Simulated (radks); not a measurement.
Results of a calculation; reference values are marked as such.
All-electron atom: Nd IV in [Xe] 4f3. Level of theory: scalar-relativistic Kohn-Sham, LDA (Slater exchange, Perdew-Wang correlation), spin-unpolarised, spherical densities, point nucleus (a radial shooting solver on a logarithmic mesh with Libxc functionals).

Normalised radial functions P(r) = r R(r), r in bohr:

r             3d       4p       5s
0.00292   0.0003   0.0130   0.0880
0.003864  0.0006   0.0211   0.1060
0.005112  0.0012   0.0339   0.1248
0.00671   0.0026   0.0534   0.1417
0.008878  0.0055   0.0842   0.1540
0.01175   0.0117   0.1304   0.1556
0.01542   0.0241   0.1944   0.1398
0.0204    0.0496   0.2826   0.0975
0.02699   0.0995   0.3894   0.0236
0.03543   0.1892   0.4940  -0.0746
0.04688   0.3503   0.5630  -0.1813
0.06203   0.6105   0.5284  -0.2480
0.08207   0.9854   0.3199  -0.2146
0.1077    1.4296  -0.0676  -0.0528
0.1425    1.8602  -0.5464   0.1965
0.1886    2.0816  -0.8317   0.3625
0.2475    1.9432  -0.6281   0.2577
0.3275    1.4439   0.1242  -0.1337
0.4334    0.8063   1.0198  -0.5021
0.5688    0.3254   1.4477  -0.4391
0.7527    0.0825   1.2181   0.1196
0.9959    0.0120   0.6616   0.7560
1.318     0.0009   0.2293   0.9945
1.73      0.0000   0.0500   0.7795
2.288     0.0000   0.0056   0.3921
3.028     0.0000   0.0003   0.1222
3.974     0.0000   0.0000   0.0226
5.259     0.0000   0.0000   0.0019

3d: eigenvalue -994.09 eV, 0 radial nodes, <r> = 0.242 bohr, 90 % of the charge inside 0.378 bohr. 4p: eigenvalue -256.38 eV, 2 radial nodes at r = 0.103, 0.315 bohr, <r> = 0.642 bohr, 90 % of the charge inside 0.934 bohr. 5s: eigenvalue -67.686 eV, 4 radial nodes at r = 0.0290, 0.115, 0.301, 0.717 bohr, <r> = 1.43 bohr, 90 % of the charge inside 2.06 bohr.
